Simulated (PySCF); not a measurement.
Compound: EtP(CF3)2, C₄H₅F₆P.
Z-matrix (Å and degrees, PBE0-D3(BJ)/def2-SVP geometry), rows numbered from 1:
```
C 
C   1  1.5225
P   2  1.8514  1  112.70
C   3  1.8947  2   98.95  1   -75.19
F   4  1.3310  3  110.58  2  -158.08
F   4  1.3332  3  114.87  2   -35.92
F   4  1.3383  3  108.18  2    83.66
C   3  1.8924  2   97.46  1  -173.87
F   8  1.3291  3  111.01  2   174.24
F   8  1.3341  3  114.70  2    51.84
F   8  1.3386  3  107.67  2   -67.51
H   1  1.1001  2  110.19  3  -175.02
H   1  1.0997  2  111.69  3    65.48
H   1  1.1008  2  111.67  3   -55.26
H   2  1.1025  1  110.83  3   117.08
H   2  1.1008  1  111.60  3  -123.44
```

Method used: PBE0-D3(BJ)/def2-SVP geometry optimisation, gas phase in PySCF.

Masses are those of the commonest isotopes; rigid-rotor values at the optimised geometry. The values belong to one conformer with, in the numbering `[CH3:1][CH2:2][P:3]([C:4]([F:5])([F:6])[F:7])[C:8]([F:9])([F:10])[F:11]`, C1–C2–P3–C4 -75°.

What are A, B and C (GHz)?

Ia = 414.41, Ib = 592.47, Ic = 798.53 u·Å²; 505379 MHz·u·Å²/I gives 1220, 853.0 and 632.9 MHz, that is A = 1.2195, B = 0.8530, C = 0.6329 GHz.

Classify the top.

An asymmetric top: κ = (2 × 853.0 − 1220 − 632.9)/(1220 − 632.9) = -0.25.

What does the inertial defect say?

Not planar: Δ = Ic − Ia − Ib = -208.35 u·Å². For a rigid frame Δ = −2 Σ m c², so Σ m c² = 104.18 u·Å² lies off the ab plane: 3.39 from hydrogen and 100.79 from heavier atoms. The atom farthest from that plane is 1.35 Å away.

Give the coordinates in the principal-axis frame, origin at the centre of mass.

The sense of each axis is arbitrary; atoms in the order of the calculation.
| atom | mass (u) | a (Å) | b (Å) | c (Å) |
| --- | --- | --- | --- | --- |
| C1 | 12.000 | -1.824 | 2.530 | 0.028 |
| C2 | 12.000 | -0.451 | 1.931 | 0.297 |
| P3 | 30.974 | -0.063 | 0.505 | -0.818 |
| C4 | 12.000 | -1.159 | -0.811 | -0.006 |
| F5 | 18.998 | -0.726 | -2.033 | -0.310 |
| F6 | 18.998 | -1.243 | -0.729 | 1.322 |
| F7 | 18.998 | -2.400 | -0.676 | -0.489 |
| C8 | 12.000 | 1.568 | -0.006 | -0.005 |
| F9 | 18.998 | 2.039 | -1.126 | -0.544 |
| F10 | 18.998 | 1.501 | -0.186 | 1.315 |
| F11 | 18.998 | 2.457 | 0.971 | -0.229 |
| H12 | 1.008 | -1.976 | 3.425 | 0.649 |
| H13 | 1.008 | -2.631 | 1.821 | 0.265 |
| H14 | 1.008 | -1.939 | 2.828 | -1.025 |
| H15 | 1.008 | 0.344 | 2.668 | 0.099 |
| H16 | 1.008 | -0.346 | 1.612 | 1.346 |

Where do the levels up to J = 4 lie, in MHz?

Above 0(0,0):
J = 1: 1(0,1) 1486, 1(1,1) 1852, 1(1,0) 2073
J = 2: 2(0,2) 4384, 2(1,2) 4604, 2(1,1) 5264, 2(2,1) 6364, 2(2,0) 6437
J = 3: 3(0,3) 8590, 3(1,3) 8691, 3(1,2) 9996, 3(2,2) 10822, 3(2,1) 11147, 3(3,1) 13245, 3(3,0) 13261
J = 4: 4(0,4) 14045, 4(1,4) 14084, 4(1,3) 16179, 4(2,3) 16706, 4(2,2) 17517, 4(3,2) 19299, 4(3,1) 19405, 4(4,1) 22543, 4(4,0) 22545

Which lines would a microwave search look for?

The dipole components are |μa| = 0.79 D, |μb| = 2.30 D, |μc| = 0.14 D. Intensities carry the squares of the components, which stand as 0.12 : 1.00 : 0.00 (a : b : c). Some lines, for components of 0.1 D or more:

```json
{"type": "a", "branch": "Q", "J(Ka,Kc)": "3(2,1) ← 3(2,2)", "MHz": "326", "lower level (cm⁻¹)": "0.361"}
{"type": "c", "branch": "Q", "J(Ka,Kc)": "1(1,1) ← 1(0,1)", "MHz": "366", "lower level (cm⁻¹)": "0.050"}
{"type": "b", "branch": "Q", "J(Ka,Kc)": "1(1,0) ← 1(0,1)", "MHz": "587", "lower level (cm⁻¹)": "0.050"}
{"type": "b", "branch": "Q", "J(Ka,Kc)": "2(2,0) ← 2(1,1)", "MHz": "1173", "lower level (cm⁻¹)": "0.176"}
{"type": "a", "branch": "R", "J(Ka,Kc)": "1(0,1) ← 0(0,0)", "MHz": "1486", "lower level (cm⁻¹)": "0.000"}
{"type": "b", "branch": "Q", "J(Ka,Kc)": "2(2,1) ← 2(1,2)", "MHz": "1760", "lower level (cm⁻¹)": "0.154"}
{"type": "b", "branch": "Q", "J(Ka,Kc)": "3(2,2) ← 3(1,3)", "MHz": "2130", "lower level (cm⁻¹)": "0.290"}
{"type": "a", "branch": "R", "J(Ka,Kc)": "3(1,3) ← 2(1,2)", "MHz": "4087", "lower level (cm⁻¹)": "0.154"}
{"type": "b", "branch": "R", "J(Ka,Kc)": "2(2,1) ← 1(1,0)", "MHz": "4291", "lower level (cm⁻¹)": "0.069"}
{"type": "c", "branch": "R", "J(Ka,Kc)": "2(2,0) ← 1(1,0)", "MHz": "4365", "lower level (cm⁻¹)": "0.069"}
{"type": "a", "branch": "R", "J(Ka,Kc)": "3(2,1) ← 2(2,0)", "MHz": "4710", "lower level (cm⁻¹)": "0.215"}
{"type": "b", "branch": "R", "J(Ka,Kc)": "3(2,1) ← 2(1,2)", "MHz": "6543", "lower level (cm⁻¹)": "0.154"}
```

Estimate the classical rotational partition function at 200 K, 298.15 K and 500 K.

Point group C1, symmetry number σ = 1; q = (√π/σ)·√((kT/h)³/(ABC)), k/h = 20836.6 MHz/K: 588000 at 200 K, 1070000 at 298.15 K, 2320000 at 500 K.

No PBE0-D3(BJ)/def2-SVP frequencies stand behind this structure, so it isn't proved a minimum. These are rigid-rotor constants of the computed structure; measured ground-state constants (B0) also hold zero-point vibration. A rigid rotor knows nothing of internal rotation, which can split or shift real lines.
